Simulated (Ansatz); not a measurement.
Reactions of CH9NOSi2 (`CO[SiH2][SiH2]N`).

Isolated molecules relaxed with PBE0-D4/def2-TZVP in Ansatz; ΔE leaves out vibrations. CBS: MP2 limit from def2 TZ/QZ plus the TZ coupled-cluster correction, frozen cores. This one scheme is used for every species. Functionals use def2-TZVPP. Elements past krypton have def2 core potentials. For I, Te outer-core shells are correlated without core-valence functions, which leaves a few kJ/mol of doubt a bond. Each species was taken in one conformer, which may not be the lowest.

| reaction | HF/CBS(def2) (eV) | r2SCAN-D4 (eV) |
| --- | --- | --- |
| `CO[SiH2][SiH2]N` + H–F → `N[SiH2]F` + `CO[SiH3]` | -2.14 | -1.74 |
| `CO[SiH2][SiH2]N` + HI → `CO[SiH3]` + `N[SiH2]I` | -1.33 | -1.12 |
| `CO[SiH2][SiH2]N` + `O[SiH](O)F` → `CO[SiH2]O[SiH](O)F` + `N[SiH3]` | -1.78 | -1.44 |
| `CO[SiH2][SiH2]N` + `B[TeH]` → `B[Te][SiH2]N` + `CO[SiH3]` | -0.79 | -0.72 |

Problem. Give the CCSD(T)/CBS values in the same order. (An estimate is asked.)

Solution. Computed: -1.74, -1.17, -1.51, -0.77 eV.

Largest T1 diagnostic: 0.015, for `B[TeH]`.
